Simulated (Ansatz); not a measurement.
`OCBO[SiH3]` + `[AlH2][S][SiH3]` → `[AlH2][BH]O[SiH3]` + `OCS[SiH3]`  (redistribution)

Gas-phase electronic energies from Ansatz, PBE0-D4/def2-TZVP geometries. CCSD(T)/CBS is the MP2 limit (def2-TZVPP, def2-QZVPP) plus CCSD(T) − MP2 in def2-TZVPP, frozen cores. Functionals use def2-TZVPP. Each species was taken in one conformer, which may not be the lowest.

CCSD(T)/CBS gives +2.21 eV.

Q: Another level gave +2.14 eV. Which?
A. PBE0/def2-TZVPP
B. ωB97M-V/def2-TZVPP
C. PBE-D4/def2-TZVPP
D. MP2/def2-TZVPP

A: A. PBE0 2.14, ωB97M-V 2.23, PBE-D4 2.02, MP2/def2-TZVPP 2.29 eV.

Largest T1 diagnostic among the species: 0.013.

From PBE to PBE0 (25 % exact exchange), in def2-TZVPP and without D4, ΔE moves by +0.11 eV. In def2-TZVPP, CCSD(T) changes the Hartree–Fock value by −0.16 eV (the triples alone add −0.03 eV) and MP2 by −0.06 eV.
